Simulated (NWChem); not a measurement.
Two isomers of ZnSiH4O, each optimised at PBE0/def2-SVP with NWChem. Flexible species stand in one conformer each, which need not be the lowest. 

A: [SiH3][O][ZnH]
B: [OH][Zn][SiH3]

Which is lower in energy, by how much, and how do their other properties compare?

A is lower by 16.6 kcal/mol in electronic energy; with zero-point energies, B − A = 17.5 kcal/mol.
```tsv
	A	B
highest occupied level (eV)	-7.97	-7.59
orbital gap (eV)	7.76	7.36
dipole (D)	1.86	1.46
highest harmonic frequency (cm⁻¹)	2222	3926
zero-point energy (kcal/mol)	22.2	23.1
```
